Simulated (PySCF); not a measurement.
AlF₂H₂N, SMILES [F][Al]([F])[NH2]. Atoms are numbered in the order given.

```xyz
6

Al     0.0000     0.0000    -0.0408
F      0.0000     1.4210    -0.8885
F      0.0000    -1.4210    -0.8885
N      0.0000     0.0000     1.7079
H      0.0000    -0.8331     2.2838
H      0.0000     0.8331     2.2838
```

The structure is a stationary point at PBE0-D3(BJ)/def2-SVP. One conformer was computed; it need not be the lowest.

These are r2SCAN/def2-TZVPD (PySCF) values and carry that method's errors.

Symmetry labels are those of the subgroup C2v that the program uses (full group C2v).

Computed valence orbital energies around the gap with their symmetry:
```json
[
 {"orbital": "HOMO−7", "symmetry": "A1", "energy (eV)": "-12.13"},
 {"orbital": "HOMO−6", "symmetry": "B2", "energy (eV)": "-10.93"},
 {"orbital": "HOMO−5", "symmetry": "A1", "energy (eV)": "-10.81"},
 {"orbital": "HOMO−4", "symmetry": "B1", "energy (eV)": "-10.32"},
 {"orbital": "HOMO−3", "symmetry": "A1", "energy (eV)": "-9.99"},
 {"orbital": "HOMO−2", "symmetry": "A2", "energy (eV)": "-9.98"},
 {"orbital": "HOMO−1", "symmetry": "B2", "energy (eV)": "-9.74"},
 {"orbital": "HOMO", "symmetry": "B1", "energy (eV)": "-6.96"},
 {"orbital": "LUMO", "symmetry": "A1", "energy (eV)": "-1.30"},
 {"orbital": "LUMO+1", "symmetry": "B1", "energy (eV)": "0.26"},
 {"orbital": "LUMO+2", "symmetry": "A1", "energy (eV)": "0.86"},
 {"orbital": "LUMO+3", "symmetry": "B2", "energy (eV)": "1.39"}
]
```
